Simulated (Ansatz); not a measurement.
Question: Name a neutral molecule of C, Cl, Si and H with size of the dipole moment (B3LYP/def2-TZVPP) between 1.35 and 1.65 D and LUMO energy (PBE/def2-TZVPP) between -1.40 and -1.10 eV (Ansatz, PBE0-D4/def2-TZVP geometry).

Answer: `C[SiH2][SiH2]Cl` (1.57 D, -1.32 eV). Other molecules can fit too; these were computed, each in one conformer that needn't be the lowest.

B3LYP here is the variant with VWN-RPA as its local correlation; programs differ in this.
